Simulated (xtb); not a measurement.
Ag$_{2}$ (SMILES [Ag][Ag]), singlet, from a rough starting geometry (GFN-xTB shapes and energies of metal compounds can be far from the true ones); GFN2-xTB run with xtb 6.7.1.

The xtb input:
```
$ xtb mol.xyz --gfn 2 --opt vtight --json

# file mol.xyz
2

Ag    -0.04000016    -0.03900801    -1.27788607
Ag    -0.05076197     0.01293627     1.30091207
```

Question: Write the output that xtb gives for this input, abridged.

Answer: 
```
   ID    Z sym.   atoms
    1   47 Ag     1, 2

           -------------------------------------------------
          |                Calculation Setup                |
           -------------------------------------------------

           -------------------------------------------------
          |                 G F N 2 - x T B                 |
           -------------------------------------------------

          ...................................................
          :                      SETUP                      :
          :.................................................:
          :  # basis functions                  20          :
          :  # atomic orbitals                  18          :
          :  # shells                            6          :
          :  # electrons                        22          :
          :  max. iterations                   250          :
          :  Hamiltonian                  GFN2-xTB          :
          :  restarted?                      false          :
          :  GBSA solvation                  false          :
          :  PC potential                    false          :
          :  electronic temp.          300.0000000     K    :
          :  accuracy                    1.0000000          :
          :  -> integral cutoff          0.2500000E+02      :
          :  -> integral neglect         0.1000000E-07      :
          :  -> SCF convergence          0.1000000E-05 Eh   :
          :  -> wf. convergence          0.1000000E-03 e    :
          :  Broyden damping             0.4000000          :
          :  net charge                          0          :
          :  unpaired electrons                  0          :
          ...................................................

 iter      E             dE          RMSdq      gap      omega  full diag
   1     -7.8228063 -0.782281E+01  0.258E+01    2.03       0.0  T
   2     -7.8291846 -0.637828E-02  0.188E+01    2.14       1.0  T
   3     -7.8344447 -0.526007E-02  0.238E+00    2.41       1.0  T
   4     -7.8344472 -0.256585E-05  0.178E+00    2.36       1.0  T
   5     -7.8344840 -0.368005E-04  0.121E-01    2.38       1.0  T
   6     -7.8344841 -0.126020E-06  0.135E-02    2.38       5.3  T
   7     -7.8344841 -0.347146E-08  0.165E-03    2.38      43.0  T
   8     -7.8344841 -0.126334E-10  0.355E-05    2.38    1993.2  T
   9     -7.8344841 -0.888178E-14  0.212E-05    2.38    3335.4  T

   *** convergence criteria satisfied after 9 iterations ***

         :::::::::::::::::::::::::::::::::::::::::::::::::::::
         ::                     SUMMARY                     ::
         :::::::::::::::::::::::::::::::::::::::::::::::::::::
         :: total energy              -7.828639617965 Eh    ::
         :: gradient norm              0.002649425988 Eh/a0 ::
         :: HOMO-LUMO gap              2.378097907264 eV    ::
         ::.................................................::
         :: SCC energy                -7.834484149922 Eh    ::
         :: -> isotropic ES           -0.000063800842 Eh    ::
         :: -> anisotropic ES          0.007669963939 Eh    ::
         :: -> anisotropic XC         -0.058064671404 Eh    ::
         :: -> dispersion             -0.000949490437 Eh    ::
         :: repulsion energy           0.005844531956 Eh    ::
         :: add. restraining           0.000000000000 Eh    ::
         :: total charge              -0.000000000000 e     ::
         :::::::::::::::::::::::::::::::::::::::::::::::::::::

      -----------------------------------------------------------
     |                   =====================                   |
     |                        A N C O P T                        |
     |                   =====================                   |
     |               Approximate Normal Coordinate               |
     |                Rational Function Optimizer                |
      -----------------------------------------------------------
      -----------------------------------------------------------
     |                   =====================                   |
     |                        A N C O P T                        |
     |                   =====================                   |
     |               Approximate Normal Coordinate               |
     |                Rational Function Optimizer                |
      -----------------------------------------------------------

          ...................................................
          :                      SETUP                      :
          :.................................................:
          :   optimization level         verytight          :
          :   max. optcycles                   200          :
          :   ANC micro-cycles                  20          :
          :   degrees of freedom                 1          :
          :.................................................:
          :   RF solver                   davidson          :
          :   write xtbopt.log                true          :
          :   linear (good luck)              true          :
          :   energy convergence         0.1000000E-06 Eh   :
          :   grad. convergence          0.2000000E-03 Eh/α :
          :   maxmium RF displ.          1.0000000          :
          :   Hlow (freq-cutoff)         0.1000000E-01      :
          :   Hmax (freq-cutoff)         5.0000000          :
          :   S6 in model hess.         20.0000000          :
          ...................................................

generating ANC from exact Hessian ...
Using Lindh-Hessian (1995)
 Shifting diagonal of input Hessian by    0.0000000000000000
 Lowest  eigenvalues of input Hessian
    0.000000    0.000000    0.000000    0.000000    0.000000    0.044492
 Highest eigenvalues
    0.000000    0.000000    0.000000    0.000000    0.000000    0.044492

........................................................................
[...]
 * total energy  :    -7.8286396 Eh     change       -0.1154632E-13 Eh
 * total energy  :    -7.8285562 Eh     change        0.8344982E-04 Eh
 * total energy  :    -7.8286642 Eh     change       -0.1080532E-03 Eh
 * total energy  :    -7.8286643 Eh     change       -0.6247394E-07 Eh
   *** GEOMETRY OPTIMIZATION CONVERGED AFTER 4 ITERATIONS ***
[...]
          :  # shells                            6          :
          :  # electrons                        22          :
          :  max. iterations                   250          :
          :  Hamiltonian                  GFN2-xTB          :
          :  restarted?                      false          :
          :  GBSA solvation                  false          :
          :  PC potential                    false          :
          :  electronic temp.          300.0000000     K    :
          :  accuracy                    1.0000000          :
          :  -> integral cutoff          0.2500000E+02      :
          :  -> integral neglect         0.1000000E-07      :
          :  -> SCF convergence          0.1000000E-05 Eh   :
          :  -> wf. convergence          0.1000000E-03 e    :
          :  Broyden damping             0.4000000          :
          :  net charge                          0          :
          :  unpaired electrons                  0          :
          ...................................................

 iter      E             dE          RMSdq      gap      omega  full diag
   1     -7.8341527 -0.783415E+01  0.611E-06    2.38       0.0  T
   2     -7.8341527  0.888178E-15  0.373E-06    2.38   18954.3  T
   3     -7.8341527 -0.266454E-14  0.669E-07    2.38  100000.0  T

   *** convergence criteria satisfied after 3 iterations ***

         :::::::::::::::::::::::::::::::::::::::::::::::::::::
         ::                     SUMMARY                     ::
         :::::::::::::::::::::::::::::::::::::::::::::::::::::
         :: total energy              -7.828664283865 Eh    ::
         :: gradient norm              0.000095950694 Eh/a0 ::
         :: HOMO-LUMO gap              2.384803962407 eV    ::
         ::.................................................::
         :: SCC energy                -7.834152651291 Eh    ::
         :: -> isotropic ES           -0.000061203535 Eh    ::
         :: -> anisotropic ES          0.007750125221 Eh    ::
         :: -> anisotropic XC         -0.058589427477 Eh    ::
         :: -> dispersion             -0.000949410375 Eh    ::
         :: repulsion energy           0.005488367426 Eh    ::
         :: add. restraining           0.000000000000 Eh    ::
         :: total charge              -0.000000000000 e     ::
         :::::::::::::::::::::::::::::::::::::::::::::::::::::

           -------------------------------------------------
          |                Property Printout                |
           -------------------------------------------------

    * Orbital Energies and Occupations

         #    Occupation            Energy/Eh            Energy/eV
      -------------------------------------------------------------
         1        2.0000           -0.4178884             -11.3713
         2        2.0000           -0.3592177              -9.7748
         3        2.0000           -0.3557172              -9.6796
         4        2.0000           -0.3557172              -9.6796
         5        2.0000           -0.3467171              -9.4347
         6        2.0000           -0.3467171              -9.4347
         7        2.0000           -0.3449871              -9.3876
         8        2.0000           -0.3449871              -9.3876
         9        2.0000           -0.3402549              -9.2588
        10        2.0000           -0.3402549              -9.2588
        11        2.0000           -0.3337196              -9.0810 (HOMO)
        12                         -0.2460796              -6.6962 (LUMO)
        13                         -0.1877362              -5.1086
        14                         -0.1877362              -5.1086
        15                          0.0394900               1.0746
        16                          0.1495876               4.0705
        17                          0.1495876               4.0705
        18                          1.8582016              50.5642
      -------------------------------------------------------------
                  HL-Gap            0.0876399 Eh            2.3848 eV
             Fermi-level           -0.2898996 Eh           -7.8886 eV

     #   Z          covCN         q      C6AA      α(0)
     1  47 Ag       0.931     0.000   261.379    33.498
     2  47 Ag       0.931    -0.000   261.379    33.498

 Mol. C6AA /au·bohr⁶  :       1045.514040
 Mol. C8AA /au·bohr⁸  :      92911.451085
 Mol. α(0) /au        :         66.995942

Wiberg/Mayer (AO) data.
largest (>0.10) Wiberg bond orders for each atom

 ---------------------------------------------------------------------------
     #   Z sym  total        # sym  WBO       # sym  WBO       # sym  WBO
 ---------------------------------------------------------------------------
     1  47 Ag   1.120 --     2 Ag   1.120
     2  47 Ag   1.120 --     1 Ag   1.120
 ---------------------------------------------------------------------------

Topologies differ in total number of bonds
Writing topology from bond orders to xtbtopo.mol

molecular dipole:
                 x           y           z       tot (Debye)
 q only:        0.000      -0.000      -0.000
   full:       -0.000      -0.000       0.000       0.000
molecular quadrupole (traceless):
                xx          xy          yy          xz          yz          zz
 q only:        0.000       0.000       0.000       0.000       0.000      -0.000
  q+dip:       -9.063      -0.002      -9.052      -0.113       0.547      18.116
   full:       -6.588      -0.002      -6.581      -0.082       0.398      13.169

optimized geometry written to: xtbopt.xyz

           -------------------------------------------------
          | TOTAL ENERGY               -7.828664283865 Eh   |
          | GRADIENT NORM               0.000095950694 Eh/α |
          | HOMO-LUMO GAP               2.384803962407 eV   |
           -------------------------------------------------

normal termination of xtb
```
